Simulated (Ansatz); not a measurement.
**Ligand exchange: C2H7AlO + C3H9BS → C2H7AlS + C3H9BO**

Species: C2H7AlO `C[CH2][AlH][OH]`, singlet; C3H9BS `CC(C)BS`, singlet; C2H7AlS `C[CH2][AlH][SH]`, singlet; C3H9BO `CC(C)BO`, singlet. The partners trade OH for SH: Al–OH and B–SH bonds give way to Al–SH and B–OH.

Shapes, held fixed at every level: PBE0-D4/def2-TZVP. Flexible molecules stand in one conformer, not always the lowest. Programs: Ansatz 0.2.0. The zero-point and thermal change to 298 K, harmonic and unscaled (PBE0-D4/def2-TZVP), is +2.9 kJ/mol.

| level | kind | ΔH(298 K) (kJ/mol) | less CCSD(T)/CBS estimate |
| --- | --- | --- | --- |
| PBE-D4/def2-TZVPP | GGA | -24.6 | -1.4 |
| B3LYP-D4/def2-TZVPP | global hybrid | -23.0 | +0.2 |
| r2SCAN0-D4/def2-TZVPP | global hybrid | -25.8 | -2.6 |
| wB97M-V/def2-TZVPP | range-separated hybrid | -26.4 | -3.2 |
| wB97X-V/def2-TZVPP | range-separated hybrid | -25.4 | -2.2 |
| MP2/def2-SVP | perturbation theory | -32.2 | -9.0 |
| CCSD(T)/def2-SVP | coupled cluster or CI | -34.4 | -11.2 |
| CCSD(T)/CBS estimate | coupled cluster or CI | -23.2 | 0.0 |

The highest level, CCSD(T)/CBS estimate, gives ΔH(298 K) = -23.2 kJ/mol; the levels span -34.4 to -23.0. The column of differences is taken from that level and isn't an error. No measured value is set beside it here. The CBS estimate extrapolates MP2 from def2-TZVPP and def2-QZVPP and adds CCSD(T) − MP2 in the triple-zeta set, cores frozen.
